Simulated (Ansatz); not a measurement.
`[OH][InH][Br]` + HCl → `[OH][InH][Cl]` + HBr at 700 K and 1 bar (ligand exchange at the In–Br bond).

Program: Ansatz. Geometries: PBE0-D4/def2-TZVP. ΔE: electronic, gas phase. CCSD(T)/CBS adds triple-zeta CCSD(T) − MP2 to the extrapolated MP2 energy (def2 sets, frozen cores). This one scheme is used for every species. Elements past krypton have def2 core potentials. For Br, In outer-core shells are correlated without core-valence functions, which leaves a few kJ/mol of doubt a bond. Scalar relativity is left out up to krypton. One conformer a species, not always the lowest.

```csv
species,CCSD(T)/CBS energy (Eh),H − E (kJ/mol),S (J/(mol·K))
`[OH][InH][Br]`,-2839.57190,102.1,396.8
HCl,-460.38127,38.4,211.8
`[OH][InH][Cl]`,-726.02900,102.6,384.1
HBr,-2573.91920,36.5,223.7
```

H − E and S are ideal-gas, rigid-rotor, harmonic terms from PBE0-D4/def2-TZVP, for one conformer and one mirror image of each species. 1 Eh = 2625.50 kJ/mol, R = 8.31446 J/(mol·K).

Q: By hand: ΔE, ΔH, ΔS and ΔG.

A: ΔE = (-726.02900) + (-2573.91920) − (-2839.57190) − (-460.38127) = 0.00497 Eh = 13.0 kJ/mol. Δ(H − E) = 102.6 + 36.5 − 102.1 − 38.4 = -1.4, so ΔH = 11.6 kJ/mol. ΔS = 384.1 + 223.7 − 396.8 − 211.8 = -0.8 J/(mol·K). ΔG = 11.6 − 700 × (-0.8)/1000 = 12.2 kJ/mol.

Q: By hand: the equilibrium constant, and the temperature at which ΔG would vanish if ΔH and ΔS stayed fixed.

A: log₁₀ K = −ΔG/(RT ln 10) = -0.9. ΔH and −TΔS have one sign here, so there is no such temperature. One of them is within its doubt of zero, so this could turn.

The number of gas molecules stays the same, so ΔS is small and ΔH decides. A doubt of 5 kJ/mol in ΔE shifts log₁₀ K by 0.4 here. Other conformers and mirror images would add mixing entropy, several J/(mol·K) or more a flexible species. These are equilibria of isolated gas molecules and say nothing of rates. Largest T1 diagnostic: 0.015 (customary marks: 0.02 for closed shells, 0.045 for open ones).
